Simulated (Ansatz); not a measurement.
Molecule: germanium monoxide, GeO, charge 0, multiplicity 1. SMILES: [O]=[Ge]
Geometry: optimised at B3LYP-D3(BJ)/def2-TZVP (Ansatz, a first-principles code).

Computed values are from Ansatz. Cores are frozen in the correlated levels unless marked. UHF or UKS for open shells. Spin-orbit coupling is left out. Frozen are the shells of the preceding noble gas and the d and f shells that filled before the atom's block. Non-relativistic. Basis-set limits of correlation are two-point, X^-3; Hartree-Fock from the larger set (for Q and 5 zeta extrapolated as (X+1)exp(-9√X)).

```yaml
atomisation energy De: 672.4 kJ/mol at CCSD(T)/CBS(cc-pVQZ,cc-pV5Z)
vertical electron affinity (to the doublet; negative means unbound): 0.17 eV at CCSD(T)/CBS(aug-cc-pVTZ,aug-cc-pVQZ)
total_energy: -2150.6968 Eh at CCSD(T)/CBS(cc-pVQZ,cc-pV5Z)
dipole_moment: 3.25 D at CCSD(T)/aug-cc-pVDZ
```

The T1 diagnostic of CCSD in the largest basis is 0.030, which is high, so the coupled-cluster rows are less sure than usual.
